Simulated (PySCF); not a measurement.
Correlation energy of Os(2+) (osmium, charge +2)

[Xe] 4f14 5d5 6p1, high-spin 7P determinant (an excited configuration). Calculation: PySCF 2.14, in aug-cc-pwCVDZ-PP with ECP60MDF; a scalar-relativistic core potential. Frozen: 5s2 5p6; 6 electrons correlated.

```csv
level,correlation energy (mhartree)
CCSD,-72.34
(T),-0.54
CCSD(T),-72.88
```

Diagnostics: T1 = 0.0056, D1 = 0.0145, largest double amplitude 0.028.

Question: Is a single reference adequate?

Answer: Yes, within this model without spin-orbit coupling: T1 lies below 0.03 and no double amplitude reaches 0.07.
